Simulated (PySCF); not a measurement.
## Correlation energy of Se (selenium, neutral)

[Ar] 3d10 4s2 4p4, high-spin 3P determinant. Computed with PySCF 2.14 in aug-cc-pVQZ-DK, with scalar relativity by spin-free X2C-1e. Frozen: [Ar] 3d10; 6 electrons correlated.

| level | correlation energy (mhartree) |
| --- | --- |
| CCSD | -127.40 |
| (T) | -4.49 |
| CCSD(T) | -131.89 |

Diagnostics: T1 = 0.0085, D1 = 0.0253, largest double amplitude 0.036.

**Question.** Is a single reference adequate?

**Answer.** Yes, within this model without spin-orbit coupling: T1 lies below 0.03 and no double amplitude reaches 0.07.
